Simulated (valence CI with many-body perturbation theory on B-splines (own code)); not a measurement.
# E1 line list for Nd XXIX

Level of theory: configuration interaction combined with many-body perturbation theory (CI+MBPT): four valence electrons over a frozen Dirac-Fock core [Ar] 3d10, radial functions for each j: 11 s, 11 p, 9 d, 7 f, 5 g, 2 h, 1 i, with the one-electron correlation potential Σ1, the two-electron term Σ2, the three-electron term Σ3, Breit, model QED; selected CI, second order for the rest (own B-spline code, finite nucleus).

The last digits are not significant, and no measured levels were compared; by estimate large intervals hold to a few tenths of a per cent, small ones and those within an open d or f shell to about a per cent.

Lines 101 to 150 of 221 in falling wavelength, among levels below 258.94 eV, chosen from the strongest by gf and those to the six lowest levels. Wavelengths and rates use the calculated energies. Electric multipoles are in the length gauge, E1 and E2 with the static RPA response of the core. Weak lines are less certain than strong ones. Lines between different terms over intervals too small for the method are left out, as are lines whose strength nearly cancels. The highest levels of a list are the least certain.

Levels are named by their leading jj configuration (3d3/2^4 stands for four electrons in 3d with j = 3/2), which in mixed levels can hold well under half, so a name can repeat and another be missing. Letters in brackets count levels of one name in rising energy.

| λ vac (nm) | Upper | Lower | A (s⁻¹) | S (a.u.) |
| --- | --- | --- | --- | --- |
| 11.70 | (4s 4p1/2 4p3/2 4d3/2) J=1 [d] | (4s 4p1/2 4p3/2^2) J=1 [b] | 3.52e+10 | 8.35e-02 |
| 11.60 | (4s 4p1/2 4p3/2 4d5/2) J=2 [e] | (4s^2 4p1/2 4d5/2) J=3 | 2.77e+10 | 1.07e-01 |
| 11.59 | (4s^2 4p1/2 4d3/2) J=2 | (4s^2 4p1/2 4p3/2) J=2 | 9.00e+10 | 3.46e-01 |
| 11.59 | (4s 4p1/2 4p3/2 4d3/2) J=1 [c] | (4s 4p1/2 4p3/2^2) J=2 [b] | 1.01e+11 | 2.32e-01 |
| 11.53 | (4s 4p1/2 4p3/2 4d3/2) J=2 [c] | (4s^2 4p1/2 4d3/2) J=2 | 2.92e+10 | 1.11e-01 |
| 11.51 | (4s 4p1/2 4p3/2^2) J=1 [b] | (4s^2 4p1/2 4p3/2) J=1 | 3.50e+10 | 7.89e-02 |
| 11.51 | (4p1/2 4p3/2^3) J=1 | (4s 4p1/2 4p3/2^2) J=2 [a] | 5.72e+10 | 1.29e-01 |
| 11.38 | (4s^2 4p3/2 4d3/2) J=1 | (4s^2 4p3/2^2) J=0 | 5.64e+09 | 1.23e-02 |
| 11.36 | (4s 4p1/2^2 4d3/2) J=2 | (4s 4p1/2^2 4p3/2) J=2 | 4.65e+10 | 1.68e-01 |
| 11.27 | (4s^2 4p1/2 4d3/2) J=2 | (4s^2 4p1/2 4p3/2) J=1 | 1.00e+10 | 3.54e-02 |
| 11.15 | (4s^2 4p3/2 4d3/2) J=2 | (4s^2 4p3/2^2) J=2 | 3.01e+09 | 1.03e-02 |
| 11.10 | (4s 4p1/2 4p3/2 4d5/2) J=3 [e] | (4s^2 4p1/2 4d3/2) J=2 | 2.09e+10 | 9.90e-02 |
| 11.09 | (4s 4p1/2 4p3/2 4d5/2) J=2 [c] | (4s^2 4p1/2 4d3/2) J=2 | 6.36e+10 | 2.14e-01 |
| 11.04 | (4s 4p1/2 4p3/2 4d3/2) J=2 [b] | (4s 4p1/2 4p3/2^2) J=3 | 1.61e+10 | 5.34e-02 |
| 11.03 | (4s 4p1/2 4p3/2 4d5/2) J=1 [b] | (4s^2 4p1/2 4d3/2) J=2 | 1.61e+10 | 3.21e-02 |
| 11.02 | (4s 4p1/2 4p3/2 4d3/2) J=3 [b] | (4s 4p1/2 4p3/2^2) J=3 | 7.92e+09 | 3.66e-02 |
| 10.97 | (4s 4p1/2 4p3/2 4d5/2) J=2 [d] | (4s^2 4p1/2 4d3/2) J=2 | 5.20e+10 | 1.69e-01 |
| 10.96 | (4s 4p1/2 4p3/2 4d3/2) J=1 [d] | (4s 4p1/2 4p3/2^2) J=2 [b] | 4.31e+10 | 8.42e-02 |
| 10.93 | (4s^2 4p3/2 4d3/2) J=3 | (4s^2 4p3/2^2) J=2 | 1.68e+10 | 7.55e-02 |
| 10.90 | (4s 4p1/2 4p3/2 4d5/2) J=2 [b] | (4s 4p1/2 4p3/2^2) J=3 | 5.71e+10 | 1.83e-01 |
| 10.88 | (4s 4p1/2 4p3/2 4d5/2) J=0 | (4s 4p1/2 4p3/2^2) J=1 [b] | 1.45e+11 | 9.20e-02 |
| 10.87 | (4s 4p1/2 4p3/2 4d5/2) J=3 [b] | (4s 4p1/2 4p3/2^2) J=3 | 5.94e+10 | 2.63e-01 |
| 10.86 | (4s 4p1/2 4p3/2 4d5/2) J=2 [a] | (4s 4p1/2 4p3/2^2) J=2 [a] | 3.98e+10 | 1.26e-01 |
| 10.81 | (4s 4p1/2 4p3/2 4d5/2) J=3 [d] | (4s 4p1/2 4p3/2^2) J=2 [b] | 6.35e+09 | 2.77e-02 |
| 10.81 | (4s 4p1/2^2 4d5/2) J=2 | (4s 4p1/2^2 4p3/2) J=1 | 1.12e+11 | 3.48e-01 |
| 10.78 | (4s 4p1/2 4p3/2 4d3/2) J=1 [e] | (4s^2 4p1/2 4d3/2) J=2 | 4.76e+10 | 8.84e-02 |
| 10.78 | (4s 4p1/2 4p3/2 4d5/2) J=3 [a] | (4s 4p1/2 4p3/2^2) J=2 [a] | 4.25e+10 | 1.84e-01 |
| 10.76 | (4s 4p1/2^2 4d5/2) J=3 | (4s 4p1/2^2 4p3/2) J=2 | 6.36e+10 | 2.73e-01 |
| 10.75 | (4s 4p1/2 4p3/2 4d5/2) J=2 [d] | (4s 4p1/2 4p3/2^2) J=1 [b] | 1.43e+10 | 4.40e-02 |
| 10.73 | (4s 4p1/2 4p3/2 4d5/2) J=2 [e] | (4s^2 4p1/2 4d3/2) J=2 | 1.65e+10 | 5.02e-02 |
| 10.72 | (4s^2 4p1/2 4d5/2) J=3 | (4s^2 4p1/2 4p3/2) J=2 | 9.48e+10 | 4.03e-01 |
| 10.71 | (4s 4p1/2 4p3/2 4d3/2) J=0 [b] | (4s 4p1/2 4p3/2^2) J=1 [a] | 8.70e+10 | 5.28e-02 |
| 10.71 | (4s^2 4p3/2 4d3/2) J=1 | (4s^2 4p3/2^2) J=2 | 1.59e+11 | 2.89e-01 |
| 10.62 | (4s^2 4p1/2 4d3/2) J=1 | (4s^2 4p1/2 4p3/2) J=2 | 1.50e+10 | 2.65e-02 |
| 10.57 | (4s 4p1/2 4p3/2 4d3/2) J=1 [e] | (4s 4p1/2 4p3/2^2) J=1 [b] | 1.08e+11 | 1.89e-01 |
| 10.55 | (4s 4p1/2 4p3/2 4d5/2) J=1 [a] | (4s 4p1/2 4p3/2^2) J=2 [b] | 2.87e+10 | 4.99e-02 |
| 10.53 | (4s^2 4p1/2 4d5/2) J=2 | (4s^2 4p1/2 4p3/2) J=2 | 7.21e+10 | 2.07e-01 |
| 10.52 | (4s 4p1/2 4p3/2 4d5/2) J=2 [e] | (4s 4p1/2 4p3/2^2) J=1 [b] | 1.21e+11 | 3.49e-01 |
| 10.47 | (4s 4p1/2 4p3/2 4d5/2) J=1 [a] | (4s 4p1/2 4p3/2^2) J=0 | 1.06e+11 | 1.81e-01 |
| 10.39 | (4s 4p1/2 4p3/2 4d5/2) J=2 [c] | (4s 4p1/2 4p3/2^2) J=1 [a] | 1.50e+11 | 4.15e-01 |
| 10.39 | (4s 4p1/2 4p3/2 4d5/2) J=4 [c] | (4s 4p1/2 4p3/2^2) J=3 | 1.10e+11 | 5.47e-01 |
| 10.37 | (4s 4p1/2 4p3/2 4d5/2) J=2 [b] | (4s 4p1/2 4p3/2^2) J=2 [a] | 8.11e+10 | 2.23e-01 |
| 10.37 | (4s^2 4p3/2 4d5/2) J=2 | (4s^2 4p3/2^2) J=2 | 2.91e+11 | 8.03e-01 |
| 10.35 | (4s^2 4p1/2 4d3/2) J=1 | (4s^2 4p1/2 4p3/2) J=1 | 6.02e+10 | 9.89e-02 |
| 10.34 | (4s 4p1/2 4p3/2 4d5/2) J=1 [b] | (4s 4p1/2 4p3/2^2) J=1 [a] | 1.44e+11 | 2.35e-01 |
| 10.29 | (4s 4p1/2 4p3/2 4d5/2) J=2 [d] | (4s 4p1/2 4p3/2^2) J=1 [a] | 1.57e+10 | 4.23e-02 |
| 10.26 | (4s^2 4p1/2 4d5/2) J=2 | (4s^2 4p1/2 4p3/2) J=1 | 1.96e+11 | 5.22e-01 |
| 10.24 | (4s 4p1/2 4p3/2 4d5/2) J=3 [e] | (4s 4p1/2 4p3/2^2) J=2 [b] | 1.47e+11 | 5.44e-01 |
| 10.23 | (4s 4p1/2 4p3/2 4d5/2) J=2 [c] | (4s 4p1/2 4p3/2^2) J=2 [b] | 9.64e+09 | 2.55e-02 |
| 10.21 | (4s^2 4p3/2 4d5/2) J=1 | (4s^2 4p3/2^2) J=0 | 3.29e+11 | 5.19e-01 |
